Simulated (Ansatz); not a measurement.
A nudged elastic band was laid between two geometries of H₂S₂SeSn (6 atoms, charge 0, multiplicity 1).

These are results of RKS r2SCAN-D4/def2-SVP (Ansatz 0.2.0), not measurements.

| Quantity | Value |
| --- | --- |
| movable images | 5 |
| climbing image | yes |
| spring | 5.0 eV/Å² |
| optimiser | quadratic models (default) |
| start path | through a guess of the saddle point |
| force threshold | 0.05 eV/Å |
| iteration limit | 43 |
| end points | relaxed |

Image 0:

```xyz
6
Properties=species:S:1:pos:R:3
Se -0.937 1.051 -1.645
Sn 0.140 -0.093 0.328
S 0.040 -2.493 0.413
S 2.006 -1.539 -0.116
H -1.298 2.204 -0.802
H 0.091 0.806 1.776
```

Image 6:

```xyz
6
Properties=species:S:1:pos:R:3
Se -0.997 0.919 -1.903
Sn -0.996 0.321 0.619
S 0.036 -1.979 0.227
S 1.657 -0.695 0.654
H -1.454 2.295 -1.633
H 1.796 -0.924 1.990
```

(1) Which bonds break or form, and what moves?

(2) Give the energies along the band, and the barrier.

(3) What is the geometry of the highest image?

(4) What are the harmonic wavenumbers there?

## Answers

(1) Bonds broken: Sn2–H6. Bonds formed: S4–H6.

(2) The forces met the threshold. The highest image is number 3 of 0 to 6, 58.8 kJ/mol above the first end and 166.9 kJ/mol above the last; the last end lies 108.1 kJ/mol below the first. A vibrational analysis at the climbing image gives one clearly imaginary mode, 405i cm⁻¹: a first-order saddle point. The orbitals stay closed-shell, which can raise the energy where a bond breaks towards radicals; this wasn't checked here.

| image | path coordinate (Å) | energy (kJ/mol) | Sn2–H6 (Å) | S4–H6 (Å) |
| --- | --- | --- | --- | --- |
| 0 | 0.00 | 0.0 | 1.71 | 3.57 |
| 1 | 0.70 | 2.0 | 1.71 | 3.54 |
| 2 | 1.40 | 25.7 | 1.69 | 3.11 |
| 3 | 2.09 | 58.8 | 1.76 | 2.43 |
| 4 | 2.90 | -31.7 | 2.20 | 1.47 |
| 5 | 3.71 | -90.0 | 2.93 | 1.36 |
| 6 | 4.52 | -108.1 | 3.35 | 1.36 |

(3) 
```xyz
6
Properties=species:S:1:pos:R:3
Se -0.475 1.391 -1.535
Sn -0.371 0.088 0.660
S -0.079 -2.334 0.307
S 1.766 -1.390 0.112
H -1.848 1.846 -1.255
H 1.049 0.335 1.664
```

(4) 405i, 62, 98, 114, 226, 233, 312, 520, 586, 623, 1714, 2422 cm⁻¹.

Time of the run: 5.5 min on 2 threads of Arm Neoverse V1 (shared host), peak memory 0.18 GiB.
